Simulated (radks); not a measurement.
Task: All-electron atom: Kr3+ in [Ar] 3d10 4s2 4p3. All-electron calculation, scalar-relativistic Kohn-Sham, PBEsol, spin-unpolarised, spherical densities, finite nucleus; Fermi nuclear charge, rms radius 4.1884 fm. Program: a radial shooting solver on a logarithmic mesh with Libxc functionals. Some entries of the table are withheld. Estimate them.

| orbital | occ. | eigenvalue (hartree) | <r^2> (bohr^2) | <1/r> (bohr^-1) |
|---|---|---|---|---|
| 1s | 2 | -521.4496 | 0.002321 | 36.74 |
| 2s | 2 | -69.97129 | 0.03975 | (1) |
| 2p | 6 | -62.05890 | 0.03139 | 7.982 |
| 3s | 2 | -11.16963 | 0.3234 | 2.700 |
| 3p | 6 | -8.64952 | 0.3415 | 2.548 |
| 3d | 10 | -4.47384 | 0.3769 | (2) |
| 4s | 2 | -2.17279 | 2.425 | 0.9116 |
| 4p | 3 | -1.59294 | 3.141 | 0.7930 |

Result: 
(1) 2s <1/r> (bohr^-1): 8.159
(2) 3d <1/r> (bohr^-1): 2.277
